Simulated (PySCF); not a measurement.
## Ge²⁺: excitation energy

Ge²⁺ [Ar] 3d10 4s2 (1S) → Ge²⁺ [Ar] 3d10 4s1 5s1 (3S), as a difference of total energies. All numbers are calculated (PySCF 2.14, scalar relativity through the core potential, in aug-cc-pVTZ-PP with ECP10MDF (6s5p4d2f, 55 functions)). Correlated levels: valence: 3s2 3p6 3d10 frozen. The calculations carry no spin-orbit coupling.

```json
{"method": "UHF", "excitation energy (eV)": "18.150"}
{"method": "LDA", "excitation energy (eV)": "19.980"}
{"method": "PBE", "excitation energy (eV)": "19.534"}
{"method": "PBE0", "excitation energy (eV)": "19.313"}
{"method": "r2SCAN", "excitation energy (eV)": "19.563"}
{"method": "M06", "excitation energy (eV)": "19.894"}
{"method": "MN15", "excitation energy (eV)": "19.258"}
{"method": "B2PLYP", "excitation energy (eV)": "19.484"}
{"method": "PBEsol", "excitation energy (eV)": "19.525"}
{"method": "MP2 (valence)", "excitation energy (eV)": "18.824"}
{"method": "SCS-MP2 (valence)", "excitation energy (eV)": "19.057"}
```

Q: How much does correlation contribute at MP2 (valence)?

A: 18.824 − (18.150) = 0.674 eV, measured against UHF.

The promoted electron is Rydberg-like, and one or two diffuse shells describe it only roughly, which tends to raise the upper state.
